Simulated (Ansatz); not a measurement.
`[SiH3]C1OC=CO1` → `C1=COCO1` + `[SiH2]` at 600 K and 1 bar (silylene formation by 1,1-elimination).

Calculated with Ansatz (gas phase, PBE0-D4/def2-TZVP geometries, no zero-point term in ΔE). CBS: MP2 limit from def2 TZ/QZ plus the TZ coupled-cluster correction, frozen cores. This one scheme is used for every species.

```json
{"species": "`[SiH3]C1OC=CO1`", "CCSD(T)/CBS energy (Eh)": "-557.11795", "H − E (kJ/mol)": "281.8", "S (J/(mol·K))": "433.9"}
{"species": "`C1=COCO1`", "CCSD(T)/CBS energy (Eh)": "-266.84686", "H − E (kJ/mol)": "223.9", "S (J/(mol·K))": "345.6"}
{"species": "`[SiH2]`", "CCSD(T)/CBS energy (Eh)": "-290.19011", "H − E (kJ/mol)": "52.1", "S (J/(mol·K))": "233.9"}
```

H − E and S are ideal-gas, rigid-rotor, harmonic terms from PBE0-D4/def2-TZVP. 1 Eh = 2625.50 kJ/mol, R = 8.31446 J/(mol·K).

Question: By hand: ΔE, ΔH, ΔS and ΔG.

Answer: ΔE = (-266.84686) + (-290.19011) − (-557.11795) = 0.08098 Eh = 212.6 kJ/mol. Δ(H − E) = 223.9 + 52.1 − 281.8 = -5.8, so ΔH = 206.8 kJ/mol. ΔS = 345.6 + 233.9 − 433.9 = 145.6 J/(mol·K). ΔG = 206.8 − 600 × (145.6)/1000 = 119.4 kJ/mol.

Question: By hand: the equilibrium constant, and the temperature at which ΔG would vanish if ΔH and ΔS stayed fixed.

Answer: log₁₀ K = −ΔG/(RT ln 10) = -10.4. ΔG = 0 at ΔH/ΔS = 1420 K.

The number of gas molecules changes by +1, which sets the sign of ΔS. A doubt of 5 kJ/mol in ΔE shifts log₁₀ K by 0.4 here. These are equilibria of isolated gas molecules and say nothing of rates. Largest T1 diagnostic: 0.014 (customary marks: 0.02 for closed shells, 0.045 for open ones).
